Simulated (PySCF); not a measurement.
# C4H6N2O: core ionisation energies

Compound: C4H6N2O.
Bonds: C1–N2 (double), N2–C3, C3–O4, O4–C5, C5–C6, C6–N7 (triple). Hydrogens: H8, H9 on C1; H10, H11 on C3; H12, H13 on C5.

Level of theory: delta-SCF UKS SCAN, pcX-2 on the ionised atom, pcseg-1 elsewhere, spin-free X2C (PySCF 2.14.0). Binding energies are ΔSCF values: E(core-ionised, relaxed orbitals) − E(ground state) at a fixed geometry, referred to the vacuum level.

Give the core binding energies atom by atom.

```
atom(s)                 environment  level  binding energy (eV)  above the level's lowest (eV)  count
     C1                imine carbon   C 1s               291.84                           0.00      1
     C6              nitrile carbon   C 1s               292.58                          +0.74      1
     C3  sp3 carbon bound to oxygen   C 1s               293.30                          +1.46      1
     C5  sp3 carbon bound to oxygen   C 1s               294.02                          +2.18      1
     N2              imine nitrogen   N 1s               405.15                           0.00      1
     N7            nitrile nitrogen   N 1s               405.44                          +0.29      1
     O4                ether oxygen   O 1s               539.19                           0.00      1
```

Lowest listed C 1s: C1, bonded to N (double bond) and 2 H. Highest, 2.18 eV above it: C5, bonded to O, C and 2 H. Summing the Pauling electronegativity differences to the bonded atoms, each weighted by its formal bond order, gives +0.28 for the lowest site and +0.19 for the highest; the largest sum, +1.47, belongs to C6, 1.44 eV below the top. The smallest sum, +0.19, belongs to C5, 2.18 eV above the lowest.

Lowest listed N 1s: N2, bonded to C (double bond) and C. Highest, 0.29 eV above it: N7, bonded to C (triple bond). Summing the Pauling electronegativity differences to the bonded atoms, each weighted by its formal bond order, gives -1.47 for the lowest site and -1.47 for the highest; the sum is the same at every site.

Which photon energy gives electrons from O 1s of O4 a kinetic energy of 150 eV, and what is their de Broglie wavelength?

hν = 539.19 + 150 = 689.19 eV, recoil neglected; λ = 12.264 Å/√(E/eV) = 1.00 Å.

Express the binding energy of O 1s of O4 in atomic units and per mole.

539.19 eV = 19.8149 Eh = 52024 kJ/mol.

One conformer (not necessarily the lowest) at the GFN2-xTB geometry, without solvent, vibrations or thermal averaging.

On one thread of an Arm Neoverse V1, no GPU, shared host with 32 logical CPUs at a one-minute load of 11, this took 72 s wall and 0.46 GiB of memory at its peak.

Conformer computed: `[CH2:1]=[N:2][CH2:3][O:4][CH2:5][C:6]#[N:7]`: C1–N2–C3–O4 12°, N2–C3–O4–C5 87°, C3–O4–C5–C6 -68°.
